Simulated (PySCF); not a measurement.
**How methods differ on the ionisation energy of Ta**

Ta [Xe] 4f14 5d3 6s2 (4F) → Ta⁺ [Xe] 4f14 5d3 6s1 (5F), as a difference of total energies. All numbers are calculated (PySCF 2.14, a scalar-relativistic core potential, in def2-SVP with the def2 core potential (60 electrons) (6s3p2d1f, 32 functions)). Correlated levels: valence: 5s2 5p6 frozen. The calculations carry no spin-orbit coupling.

```csv
method,ionisation energy (eV)
UHF,5.730
M06-L,7.620
LDA,7.626
MP2 (valence),6.585
SCS-MP2 (valence),6.745
```

**Question.** How much does correlation contribute at MP2 (valence)?

**Answer.** 6.585 − (5.730) = 0.855 eV, measured against UHF.

Errors of the correlated levels include the incompleteness of this basis and the frozen core.

MP2 underrates the near-degeneracy of ns² with np² in the lower species.

For comparison: 7.573 eV (measured; NIST levels, between the centres of gravity of the two terms).
